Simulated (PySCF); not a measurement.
**How methods differ on the ionisation energy of Ag²⁺**

Ag²⁺ [Kr] 4d9 (2D) → Ag³⁺ [Kr] 4d8 (3F), as a difference of total energies. Calculation: PySCF 2.14, in def2-SVP with the def2 core potential (28 electrons); scalar relativity through the core potential. Correlated levels: valence: 4s2 4p6 frozen. The calculations carry no spin-orbit coupling.

Problem. Order these methods by the ionisation energy they give, lowest first.
A. UHF
B. SCS-MP2 (valence)
C. BP86
D. MP2 (valence)

Solution. A (33.536 eV), B (34.498 eV), D (34.590 eV), C (35.477 eV).

The reference lies between the lowest fine-structure levels, while these numbers refer to the centres of the terms.

Errors of the correlated levels include the incompleteness of this basis and the frozen core.

For comparison: 34.8 ± 0.3 eV (semi-empirical (NIST evaluation); NIST Atomic Spectra Database, ionization energies).
